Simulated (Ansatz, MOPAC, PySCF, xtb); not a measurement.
Torsion N1–Si2–Si3–H8 in H7NSi2 (SMILES N[SiH2][SiH3]); at each angle all else is relaxed with GFN2-xTB, and the levels are single points there.
Geometry at 60° (charge 0, multiplicity 1):
```xyz
10

N     -1.86904     0.19595    -0.21576
Si    -0.48344    -0.63869     0.40005
Si     1.57696     0.27411    -0.12390
H     -2.08610     1.10732     0.15417
H     -2.02868     0.19598    -1.21037
H     -0.73261    -0.66399     1.84624
H     -0.64941    -1.99271    -0.14149
H      1.74628     1.64654     0.37332
H      1.81995     0.36430    -1.57041
H      2.69428    -0.49746     0.42747
```

On the grid 0° to 120°, 0° is the highest and 60° the lowest point at MP2/CBS(cc-pV(T+d)Z, cc-pV(Q+d)Z) + ΔCCSD(T)/cc-pV(T+d)Z.

Rows in STO-3G carry no dispersion term and start afresh at each structure. The state reached by PM7 isn't checked; PM7 holds dispersion and hydrogen-bond terms.

Programs: Ansatz (Gaussian basis) for Hartree–Fock, density functionals and correlated methods; MOPAC for PM7 (differences of heats of formation); PySCF for STO-3G rows; xtb for the GFN methods. Values without a source in brackets are computed.

**Question.** One of these levels gives 0.81 kcal/mol for the energy at 0° less that at 60°. Name it.
(A) GFN-FF
(B) PM7
(C) HF/STO-3G
(D) BLYP/def2-TZVPP

**Answer.** B, PM7. The others give 0.04 (GFN-FF), 0.40 (HF/STO-3G), 1.19 (BLYP/def2-TZVPP)

Ansatz is a quantum-chemistry and plane-wave program.
